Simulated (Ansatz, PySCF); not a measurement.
In(F)(SeH)2 (FH2InSe2), SMILES [F][In]([SeH])[SeH]. Atoms are numbered in the order given.

```xyz
6

In     0.4428     0.0026     0.0000
F      2.4020    -0.0591     0.0000
Se    -0.6554    -2.2418     0.0000
H      0.6733    -2.8775     0.0000
Se    -0.5677     2.2856     0.0000
H     -1.9208     1.7039     0.0000
```
Charge 0, spin multiplicity 1.

Coordinates come from a PBE0-D3(BJ)/def2-SVP optimisation. The structure was generated by enumeration; whether it is a known compound was not checked. The def2 effective core potentials stand for the cores of In; spin–orbit coupling is left out. Other conformers were not sampled.

Two levels are set side by side: PBE-D3(BJ)/def2-SVP (Ansatz, a program for electronic structure) and PBE0-D3(BJ)/def2-SVP (Ansatz). Each level has its own optimised geometry; the coordinates shown are those of the second. Frequencies come from the Hessian of PySCF at each geometry. Differences are taken from unrounded values.

| quantity | PBE0-D3(BJ) |
|---|---|
| mean bond length (Å) | 1.980 |
| bond In1–F2 (Å) | 1.960 |
| bond In1–Se3 (Å) | 2.499 |
| bond In1–Se5 (Å) | 2.497 |
| bond Se3–H4 (Å) | 1.473 |
| bond Se5–H6 (Å) | 1.473 |
| highest harmonic wavenumber (cm⁻¹) | 2450 |
| mean harmonic wavenumber (cm⁻¹) | 656 |
| zero-point energy (kcal/mol) | 11.25 |

What does PBE-D3(BJ) give, and how far is it from PBE0-D3(BJ)? (An estimate is asked for; the answer gives what the named calculation found.)


| quantity | PBE-D3(BJ) | PBE-D3(BJ) minus PBE0-D3(BJ) |
|---|---|---|
| mean bond length (Å) | 2.002 | 0.022 |
| bond In1–F2 (Å) | 1.982 | 0.022 |
| bond In1–Se3 (Å) | 2.527 | 0.029 |
| bond In1–Se5 (Å) | 2.525 | 0.028 |
| bond Se3–H4 (Å) | 1.487 | 0.014 |
| bond Se5–H6 (Å) | 1.487 | 0.014 |
| highest harmonic wavenumber (cm⁻¹) | 2355 | -96 |
| mean harmonic wavenumber (cm⁻¹) | 627 | -29 |
| zero-point energy (kcal/mol) | 10.76 | -0.49 |

Exact exchange shortens and stiffens bonds; PBE has none. Differences between two approximate levels are no errors against the true value.
